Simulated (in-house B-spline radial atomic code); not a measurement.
LC-wPBE excitations of the beryllium ion Be²⁺

Method: LC-wPBE. Computed with a B-spline radial code for spherical atoms: linear response of the closed shell 1s2 with the functional's adiabatic kernel; scalar-relativistic (spin-free one-electron X2C), finite nucleus, no spin-orbit coupling, no double excitations, S, P, D and F terms only.

Command:
```bash
python run_td.py task.json out
```
Settings (radii: box in bohr, nucleus in fm):
```
Z                        4
electrons                2
configuration            1s2
hamiltonian              x2c
method                   lc_wpbe
box_radius               29.48
rms_radius               2.519
intervals                75
```

Cost of the run: 0.2 s on 1 thread of Intel(R) Xeon(R) 6975P-C (Granite Rapids) (shared host).

The lowest states, in the order of their Tamm-Dancoff energies; the method's threshold (minus the highest occupied level) is 138.32 eV. Labels give the largest channel, * marks a mixed state, and oscillator strengths are full-response dipole values. Semilocal kernels can invert the small singlet-triplet splittings of Rydberg terms. Energies in eV:

```tsv
state	full response	Tamm-Dancoff	oscillator strength
1s → 2s 3S	109.11	109.13	-
1s → 2s 1S	111.52	111.59	-
1s → 2p 3P	112.81	112.83	-
1s → 2p 1P	114.09	114.10	0.373
1s → 3s 3S	124.79	124.79	-
1s → 3s 1S	?	?	-
1s → 3p 3P	?	?	-
1s → 3d 3D	125.78	125.78	-
1s → 3d 1D	125.79	125.79	-
1s → 3p 1P	126.25	126.25	0.121
1s → 4s 3S	130.67	130.67	-
1s → 4f 3F	130.78	130.78	-
1s → 4f 1F	130.78	130.78	-
1s → 4s 1S	130.99	131.00	-
1s → 4p 3P	131.07	131.07	-
1s → 4d 3D	131.10	131.10	-
```

Question: Where does 1s → 3p 3P lie?

Answer: At 125.77 eV in full response, 125.78 eV in Tamm-Dancoff.

Question: Where does 1s → 3s 1S lie?

Answer: At 125.55 eV in full response, 125.57 eV in Tamm-Dancoff.

Question: How large is the singlet-triplet splitting of 1s → 2s (S terms) in Tamm-Dancoff?

Answer: 2.47 eV, from the unrounded values.

Question: What polarisabilities and dispersion coefficient does the method give?

Answer: Dipole 0.05528 bohr³, quadrupole 0.01759 bohr⁵, C6 0.01206 hartree·bohr⁶ for two such species.
